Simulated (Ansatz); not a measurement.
C2H6ClGeN, SMILES `C=[CH][GeH]([NH2])[Cl]`. The species carries charge 0 and has multiplicity 1. Correlated methods include outer-core shells of Ge, which these sets cover unevenly. Scalar relativity is left out up to krypton.

```xyz
11

C    -0.076   -1.427    1.499
C     0.640   -0.572    0.782
Ge   -0.121    0.914   -0.183
N     0.385    0.797   -1.927
Cl   -2.283    0.785    0.077
H    -1.154   -1.334    1.588
H     0.388   -2.256    2.026
H     1.719   -0.694    0.712
H     0.265    2.311    0.318
H     0.077    1.557   -2.517
H     0.160   -0.081   -2.374
```

(1) Give the diagnostics of a CCSD(T)/def2-TZVPP run (frozen core, Ansatz). (Estimate.)

Results:

(1) Ansatz gave: T1 = 0.0107, largest single amplitude 0.015, largest double 0.066, (T) share of the correlation energy 4.1 %, 9 CCSD cycles. The RHF solution is stable towards an unrestricted one. T1 lies under the customary mark of 0.02 for closed shells.
